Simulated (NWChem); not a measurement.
System: iodine (I$_{2}$); SMILES II

Here is an NWChem input.

```
start job
memory heap 200 mb stack 900 mb global 1100 mb
geometry units angstroms noautosym nocenter noautoz
  I      0.000000     0.000000     1.327795
  I      0.000000     0.000000    -1.327795
end
basis spherical
  I library def2-svp
end
ecp
  I library def2-ecp
end
dft
  xc bhlyp
  iterations 150
end
tddft
  nroots 6
  notriplet
end
task tddft energy
```

Excerpt of the output:

```
             Northwest Computational Chemistry Package (NWChem) 7.3.0
             --------------------------------------------------------

                             Geometry "geometry" -> ""
                             -------------------------

 Output coordinates in angstroms (scale by  1.889725989 to convert to a.u.)

  No.       Tag          Charge          X              Y              Z
 ---- ---------------- ---------- -------------- -------------- --------------
    1 I                   53.0000     0.00000000     0.00000000     1.32779500
    2 I                   53.0000     0.00000000     0.00000000    -1.32779500

 Effective nuclear repulsion energy (a.u.)     559.7471343243

                                 NWChem DFT Module
                                 -----------------

 Summary of "ao basis" -> "ao basis" (spherical)
 ------------------------------------------------------------------------------
       Tag                 Description            Shells   Functions and Types
 ---------------- ------------------------------  ------  ---------------------
 I                          def2-svp                10       26   4s4p2d

            General Information
            -------------------
          SCF calculation type: DFT
          Wavefunction type:  closed shell.
          No. of atoms     :     2
          No. of electrons :    50
           Alpha electrons :    25
            Beta electrons :    25
          Charge           :     0
          Spin multiplicity:     1
          Use of symmetry is: off; symmetry adaption is: off
          Maximum number of iterations: 150
          AO basis - number of functions:    52
                     number of shells:    20
          Convergence on energy requested:  1.00D-06
          Convergence on density requested:  1.00D-05
          Convergence on gradient requested:  5.00D-04

              XC Information
              --------------
                        BHLYP Method XC Functional
                     Hartree-Fock (Exact) Exchange  0.500
                        Slater Exchange Functional  0.500 local
                    Becke 1988 Exchange Functional  0.500 non-local
              Lee-Yang-Parr Correlation Functional  1.000

             Grid Information
             ----------------
          Grid used for XC integration:  medium
          Radial quadrature: Mura-Knowles
          Angular quadrature: Lebedev.
          Tag              B.-S. Rad. Rad. Pts. Rad. Cut. Ang. Pts.
          ---              ---------- --------- --------- ---------
          I                   1.40      123           9.0       590
          Grid pruning is: on
          Number of quadrature shells:   246
          Spatial weights used:  Erf1

      Superposition of Atomic Density Guess
      -------------------------------------

 Sum of atomic energies:        -694.25423975

      Non-variational initial energy
      ------------------------------

 Total energy =    -593.384518
 1-e energy   =   -1283.809361
 2-e energy   =     565.881604
 HOMO         =      -0.290938
 LUMO         =      -0.123177

   convergence    iter        energy       DeltaE   RMS-Dens  Diis-err
 ---------------- ----- ----------------- --------- --------- ---------
 d= 0,ls=0.0,diis     1   -595.2978051140 -7.20D+02  1.18D-02  9.20D-02
 d= 0,ls=0.0,diis     2   -595.3081949978 -1.04D-02  3.59D-03  2.94D-02
 d= 0,ls=0.0,diis     3   -595.3127149887 -4.52D-03  5.21D-04  8.51D-04
 d= 0,ls=0.0,diis     4   -595.3128379973 -1.23D-04  1.02D-04  8.58D-06
 d= 0,ls=0.0,diis     5   -595.3128391496 -1.15D-06  2.08D-05  1.29D-06
 d= 0,ls=0.0,diis     6   -595.3128392993 -1.50D-07  2.32D-06  4.90D-09

         Total DFT energy =     -595.312839299276
      One electron energy =    -1283.906972727651
           Coulomb energy =      608.437391335067
    Exchange-Corr. energy =      -44.386497120881
 Nuclear repulsion energy =      124.543239214190

 Numeric. integr. density =       50.000000390117

                       DFT Final Molecular Orbital Analysis
                       ------------------------------------

 Vector   23  Occ=2.000000D+00  E=-3.730581D-01
              MO Center=  2.1D-10,  1.4D-09, -4.4D-09, r^2= 3.4D+00
   Bfn.  Coefficient  Atom+Function         Bfn.  Coefficient  Atom+Function
  ----- ------------  ---------------      ----- ------------  ---------------
    11      0.315598  1 I  px                37      0.315598  2 I  px
    12      0.286710  1 I  py                38      0.286710  2 I  py
    14      0.259581  1 I  px                40      0.259581  2 I  px
    15      0.235821  1 I  py                41      0.235821  2 I  py
     8     -0.127308  1 I  px                34     -0.127308  2 I  px

 Vector   24  Occ=2.000000D+00  E=-3.030322D-01
              MO Center=  1.7D-08, -1.8D-08, -9.1D-09, r^2= 3.9D+00
   Bfn.  Coefficient  Atom+Function         Bfn.  Coefficient  Atom+Function
  ----- ------------  ---------------      ----- ------------  ---------------
    12     -0.339442  1 I  py                38      0.339442  2 I  py
    11      0.313938  1 I  px                37     -0.313938  2 I  px
    15     -0.310108  1 I  py                41      0.310108  2 I  py
    14      0.286808  1 I  px                40     -0.286808  2 I  px
     9      0.135428  1 I  py                35     -0.135428  2 I  py

 Vector   25  Occ=2.000000D+00  E=-3.030322D-01
              MO Center= -2.7D-11,  1.1D-09,  4.5D-09, r^2= 3.9D+00
   Bfn.  Coefficient  Atom+Function         Bfn.  Coefficient  Atom+Function
  ----- ------------  ---------------      ----- ------------  ---------------
    11      0.339442  1 I  px                37     -0.339442  2 I  px
    12      0.313938  1 I  py                38     -0.313938  2 I  py
    14      0.310108  1 I  px                40     -0.310108  2 I  px
    15      0.286808  1 I  py                41     -0.286808  2 I  py
     8     -0.135428  1 I  px                34      0.135428  2 I  px

 Vector   26  Occ=0.000000D+00  E=-1.012464D-01
              MO Center= -1.0D-09,  1.3D-09,  9.5D-09, r^2= 4.7D+00
   Bfn.  Coefficient  Atom+Function         Bfn.  Coefficient  Atom+Function
  ----- ------------  ---------------      ----- ------------  ---------------
    16      0.665108  1 I  pz                42      0.665108  2 I  pz
    13      0.437717  1 I  pz                39      0.437717  2 I  pz
     4     -0.220629  1 I  s                 30      0.220629  2 I  s
     3     -0.204579  1 I  s                 29      0.204579  2 I  s
    10     -0.180458  1 I  pz                36     -0.180458  2 I  pz

 Vector   27  Occ=0.000000D+00  E= 2.755685D-01
              MO Center=  8.7D-09, -7.5D-09, -1.6D-07, r^2= 4.2D+00
   Bfn.  Coefficient  Atom+Function         Bfn.  Coefficient  Atom+Function
  ----- ------------  ---------------      ----- ------------  ---------------
     3      1.466703  1 I  s                 29      1.466703  2 I  s
     4     -1.198490  1 I  s                 30     -1.198491  2 I  s
    24      0.316371  1 I  d  0              50      0.316371  2 I  d  0
     2     -0.271032  1 I  s                 28     -0.271032  2 I  s
     1     -0.216749  1 I  s                 27     -0.216749  2 I  s

 Vector   28  Occ=0.000000D+00  E= 3.147387D-01
              MO Center= -2.7D-09,  3.4D-09, -4.0D-08, r^2= 6.2D+00
   Bfn.  Coefficient  Atom+Function         Bfn.  Coefficient  Atom+Function
  ----- ------------  ---------------      ----- ------------  ---------------
     3      0.736756  1 I  s                 29      0.736756  2 I  s
     4     -0.649775  1 I  s                 30     -0.649775  2 I  s
    16     -0.592493  1 I  pz                42      0.592493  2 I  pz
    13      0.532153  1 I  pz                39     -0.532153  2 I  pz
    24     -0.459137  1 I  d  0              50     -0.459137  2 I  d  0

     Multipole analysis of the density
     ---------------------------------

     L   x y z        total         alpha         beta         nuclear
     -   - - -        -----         -----         ----         -------
     0   0 0 0     -0.000000    -25.000000    -25.000000     50.000000

     1   1 0 0     -0.000000     -0.000000     -0.000000      0.000000
     1   0 1 0      0.000000      0.000000      0.000000      0.000000
     1   0 0 1      0.000000      0.000000      0.000000      0.000000

[...]

                                NWChem TDDFT Module
                                -------------------

            General Information
            -------------------
           No. of orbitals :     104
            Alpha orbitals :      52
             Beta orbitals :      52
        Alpha frozen cores :       0
         Beta frozen cores :       0
     Alpha frozen virtuals :       0
      Beta frozen virtuals :       0
         Spin multiplicity :       1
    Number of AO functions :      52
        Use of symmetry is : off
      Symmetry adaption is : off
         Schwarz screening :  0.10D-07

              XC Information
              --------------
                 BHLYP Method XC Functional
              Hartree-Fock (Exact) Exchange   0.50
                 Slater Exchange Functional   0.50 local
             Becke 1988 Exchange Functional   0.50 non-local
       Lee-Yang-Parr Correlation Functional   1.00

             TDDFT Information
             -----------------
          Calculation type : TDDFT
         Wavefunction type : Restricted singlets
          No. of electrons :      50
           Alpha electrons :      25
            Beta electrons :      25
              No. of roots :       6
          Max subspacesize :    5200
            Max iterations :     100
               Target root :       1
           Target symmetry : none
      Symmetry restriction : off
                 Algorithm : Optimal
        Davidson threshold :  0.10D-03

    6 smallest eigenvalue differences (eV)
--------------------------------------------------------
  No. Spin  Occ  Vir  Irrep   E(Occ)    E(Vir)   E(Diff)
--------------------------------------------------------
    1    1   25   26 a        -0.303    -0.101     5.491
    2    1   24   26 a        -0.303    -0.101     5.491
    3    1   23   26 a        -0.373    -0.101     7.396
    4    1   22   26 a        -0.373    -0.101     7.396
    5    1   21   26 a        -0.424    -0.101     8.770
    6    1   25   27 a        -0.303     0.276    15.745
--------------------------------------------------------

  Entering Davidson iterations
  Restricted singlet excited states

  Iter   NTrls   NConv    DeltaV     DeltaE      Time
  ----  ------  ------  ---------  ---------  ---------
    1      6       0     0.27E+00   0.10+100        2.6
    2     18       0     0.48E-01   0.36E-01        4.2
    3     30       0     0.11E-01   0.69E-03        3.9
    4     42       3     0.34E-02   0.63E-04        3.7
    5     47       4     0.48E-03   0.10E-05        2.0
    6     51       5     0.11E-03   0.19E-07        1.5
    7     53       6     0.80E-04   0.11E-08        1.6
  ----  ------  ------  ---------  ---------  ---------
  Convergence criterion met

  Ground state a        -595.312839299276 a.u.

  ----------------------------------------------------------------------------
  Root   1 singlet a              0.086754271 a.u.                2.3607 eV
  ----------------------------------------------------------------------------
     Transition Moments    X -0.07544   Y -0.06862   Z -0.00000
     Dipole Oscillator Strength                    0.0006014892
     Electric Quadrupole                           0.0000000000
     Magnetic Dipole                               0.0000000000
     Total Oscillator Strength                     0.0006014892

     Occ.   25  a   ---  Virt.   26  a    1.00212 X
     Occ.   25  a   ---  Virt.   26  a   -0.07925 Y
  ----------------------------------------------------------------------------
  Root   2 singlet a              0.086754272 a.u.                2.3607 eV
  ----------------------------------------------------------------------------
     Transition Moments    X -0.06862   Y  0.07544   Z  0.00000
     Dipole Oscillator Strength                    0.0006014891
     Electric Quadrupole                           0.0000000000
     Magnetic Dipole                               0.0000000000
     Total Oscillator Strength                     0.0006014891

     Occ.   24  a   ---  Virt.   26  a    1.00212 X
     Occ.   24  a   ---  Virt.   26  a   -0.07925 Y
  ----------------------------------------------------------------------------
  Root   3 singlet a              0.154218152 a.u.                4.1965 eV
  ----------------------------------------------------------------------------
     Transition Moments    X -0.00000   Y -0.00000   Z -0.00000
     Dipole Oscillator Strength                    0.0000000000
     Electric Quadrupole                           0.0000000248
     Magnetic Dipole                               0.0000008000
     Total Oscillator Strength                     0.0000008248

     Occ.   23  a   ---  Virt.   26  a    0.99939 X
  ----------------------------------------------------------------------------
  Root   4 singlet a              0.154218153 a.u.                4.1965 eV
  ----------------------------------------------------------------------------
     Transition Moments    X -0.00000   Y  0.00000   Z -0.00000
     Dipole Oscillator Strength                    0.0000000000
     Electric Quadrupole                           0.0000000248
     Magnetic Dipole                               0.0000007999
     Total Oscillator Strength                     0.0000008246

     Occ.   22  a   ---  Virt.   26  a   -0.99939 X
  ----------------------------------------------------------------------------
  Root   5 singlet a              0.273738769 a.u.                7.4488 eV
  ----------------------------------------------------------------------------
     Transition Moments    X -0.00000   Y  0.00000   Z -2.56867
     Dipole Oscillator Strength                    1.2041013974
     Electric Quadrupole                           0.0000000000
     Magnetic Dipole                               0.0000000000
     Total Oscillator Strength                     1.2041013974

     Occ.   21  a   ---  Virt.   26  a    0.98556 X
     Occ.   21  a   ---  Virt.   26  a   -0.11415 Y
     Occ.   24  a   ---  Virt.   30  a    0.13385 X
     Occ.   24  a   ---  Virt.   30  a    0.05096 Y
     Occ.   24  a   ---  Virt.   33  a   -0.05689 X
     Occ.   25  a   ---  Virt.   31  a    0.13385 X
     Occ.   25  a   ---  Virt.   31  a    0.05096 Y
     Occ.   25  a   ---  Virt.   32  a   -0.05689 X
  ----------------------------------------------------------------------------
  Root   6 singlet a              0.460803620 a.u.               12.5391 eV
  ----------------------------------------------------------------------------
     Transition Moments    X  0.00000   Y  0.00000   Z -0.00000
     Dipole Oscillator Strength                    0.0000000000
     Electric Quadrupole                           0.0000052836
     Magnetic Dipole                               0.0000162776
     Total Oscillator Strength                     0.0000215612

     Occ.   23  a   ---  Virt.   29  a   -0.11930 X
     Occ.   23  a   ---  Virt.   38  a    0.05239 X
     Occ.   25  a   ---  Virt.   27  a   -0.98069 X
     Occ.   25  a   ---  Virt.   28  a    0.12129 X

              Target root =      1
          Target symmetry = none
      Ground state energy =   -595.312839299276
        Excitation energy =      0.086754271194
     Excited state energy =   -595.226085028081

  stored tddft:energy   -595.22608502808134
```

Level: BHandHLYP/def2-SVP with def2 effective core potentials on I, full TDDFT. The geometry was optimised at PBE0-D3(BJ)/def2-TZVP. def2 effective core potentials on I; no spin-orbit coupling.
